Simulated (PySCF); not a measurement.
**Stretching As₂**

Set-up: PySCF, no relativity, basis sets As def2-TZVPPD. Energies in eV from As + As in their ground configurations at the same level. State: ¹Σg⁺ (singlet), closed shell.

All columns are PBE.

```
R (Å)  E (eV)  HOMO (eV)  LUMO (eV)  Mayer bond order  ⟨S²⟩
1.797  -2.123      -6.52      -2.66              2.64  0.00
1.881  -3.260      -6.62      -2.87              2.72  0.00
1.965  -3.918      -6.70      -3.08              2.79  0.00
2.027  -4.178      -6.69      -3.23              2.83  0.00
2.090  -4.288      -6.55      -3.37              2.86  0.00
2.153  -4.282      -6.43      -3.50              2.89  0.00
2.236  -4.139      -6.28      -3.67              2.91  0.00
2.341  -3.814      -6.12      -3.86              2.94  0.00
2.466  -3.296      -5.96      -4.06              2.96  0.00
2.633  -2.515      -5.79      -4.29              2.97  0.00
```
